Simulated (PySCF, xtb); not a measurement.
C2H7ClOSi2, SMILES C=C([SiH3])[Si@H](O)Cl.

GFN2-xTB run with xtb 6.7.1 at its own geometry gives an orbital gap of 3.83 eV and a dipole moment of 2.05 D.

Coordinates come from a PBE0-D3(BJ)/def2-SVP optimisation. The structure was generated by enumeration; whether it is a known compound was not checked. Other conformers were not sampled.

**Question.** What does PySCF with PBE/def2-TZVP give? (Estimate from the structure and the level; the computed values follow.)

**Answer.** gap 4.81 eV (levels -7.06 and -2.24 eV), dipole 2.06 D.
